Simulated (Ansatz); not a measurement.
Calculated with Ansatz (gas phase, PBE0-D4/def2-TZVP geometries, no zero-point term in ΔE). CBS: MP2 limit from def2 TZ/QZ plus the TZ coupled-cluster correction, frozen cores. Functionals use def2-TZVPP. B3LYP here is the variant with VWN-RPA as its local correlation; programs differ in this. For Br, Zn outer-core shells are correlated without core-valence functions, which leaves a few kJ/mol of doubt a bond. Scalar relativity is left out up to krypton. Each species was taken in one conformer, which may not be the lowest.

Reaction (redistribution): `[AlH2][O][SiH2]Br` + `[NH2][Zn][OH]` → `O[SiH2][O][AlH2]` + `[NH2][Zn][Br]`

`[AlH2][O][SiH2]Br`:

```xyz
8

Al   -1.253   -1.409    0.005
O    -0.280   -0.044   -0.221
Si    0.825    1.123   -0.164
Br    2.255    0.719    1.495
H    -2.488   -1.272    0.976
H    -0.879   -2.712   -0.801
H     0.199    2.433    0.121
H     1.620    1.163   -1.411
```

`[NH2][Zn][OH]`:

```xyz
6

N    -0.367   -1.365   -0.276
Zn   -0.123    0.404    0.013
O    -0.121    2.162    0.230
H    -0.278   -1.964    0.533
H     0.178   -1.773   -1.024
H     0.711    2.536    0.524
```

`O[SiH2][O][AlH2]`:

Cartesian coordinates in Å:
```
O 0.979 -1.933 -0.350
Si 1.020 -0.317 -0.634
O -0.183 0.474 0.106
Al -1.413 1.175 1.017
H 0.285 -2.444 -0.769
H 2.326 0.124 -0.096
H 0.904 -0.049 -2.092
H -2.738 0.341 1.233
H -1.181 2.629 1.586
```

`[NH2][Zn][Br]`:

```xyz
5

N     0.385    0.619    0.689
Zn   -0.514   -0.431   -0.488
Br   -1.772   -1.655   -1.866
H     0.933    0.131    1.384
H     0.969    1.336    0.281
```

```json
{"level": "PBE-D4", "ΔE (kcal/mol)": "-24.4", "difference from CCSD(T)/CBS": "3.3"}
{"level": "r2SCAN-D4", "ΔE (kcal/mol)": "-27.1", "difference from CCSD(T)/CBS": "0.6"}
{"level": "PBE0-D4", "ΔE (kcal/mol)": "-27.4", "difference from CCSD(T)/CBS": "0.3"}
{"level": "B3LYP-D4", "ΔE (kcal/mol)": "-27.5", "difference from CCSD(T)/CBS": "0.2"}
{"level": "ωB97X-V", "ΔE (kcal/mol)": "-27.8", "difference from CCSD(T)/CBS": "-0.1"}
{"level": "ωB97M-V", "ΔE (kcal/mol)": "-28.3", "difference from CCSD(T)/CBS": "-0.6"}
{"level": "B2PLYP", "ΔE (kcal/mol)": "-27.7", "difference from CCSD(T)/CBS": "0.0"}
{"level": "PBE", "ΔE (kcal/mol)": "-24.7", "difference from CCSD(T)/CBS": "3.0"}
{"level": "r2SCAN", "ΔE (kcal/mol)": "-27.1", "difference from CCSD(T)/CBS": "0.6"}
{"level": "PBE0", "ΔE (kcal/mol)": "-27.7", "difference from CCSD(T)/CBS": "0.0"}
{"level": "B3LYP", "ΔE (kcal/mol)": "-28.1", "difference from CCSD(T)/CBS": "-0.4"}
{"level": "HF/def2-TZVPP", "ΔE (kcal/mol)": "-35.7", "difference from CCSD(T)/CBS": "-8.0"}
{"level": "MP2/def2-TZVPP", "ΔE (kcal/mol)": "-26.4", "difference from CCSD(T)/CBS": "1.3"}
{"level": "SCS-MP2/def2-TZVPP", "ΔE (kcal/mol)": "-27.1", "difference from CCSD(T)/CBS": "0.6"}
{"level": "CCSD/def2-TZVPP", "ΔE (kcal/mol)": "-28.7", "difference from CCSD(T)/CBS": "-1.0"}
{"level": "CCSD(T)/def2-TZVPP", "ΔE (kcal/mol)": "-27.6", "difference from CCSD(T)/CBS": "0.1"}
{"level": "HF/def2-QZVPP", "ΔE (kcal/mol)": "-35.5", "difference from CCSD(T)/CBS": "-7.8"}
{"level": "MP2/def2-QZVPP", "ΔE (kcal/mol)": "-26.4", "difference from CCSD(T)/CBS": "1.3"}
{"level": "SCS-MP2/def2-QZVPP", "ΔE (kcal/mol)": "-27.1", "difference from CCSD(T)/CBS": "0.6"}
{"level": "HF/CBS(def2)", "ΔE (kcal/mol)": "-35.5", "difference from CCSD(T)/CBS": "-7.8"}
{"level": "MP2/CBS(def2)", "ΔE (kcal/mol)": "-26.4", "difference from CCSD(T)/CBS": "1.3"}
{"level": "CCSD/CBS(def2)", "ΔE (kcal/mol)": "-28.7", "difference from CCSD(T)/CBS": "-1.0"}
{"level": "CCSD(T)/CBS", "ΔE (kcal/mol)": "-27.7", "difference from CCSD(T)/CBS": "0"}
```

Largest T1 diagnostic among the species: 0.017.

In def2-TZVPP, CCSD(T) changes the Hartree–Fock value by +8.1 kcal/mol (the triples alone add +1.0 kcal/mol) and MP2 by +9.3 kcal/mol. From PBE to PBE0 (25 % exact exchange), in def2-TZVPP and without D4, ΔE moves by −3.0 kcal/mol.
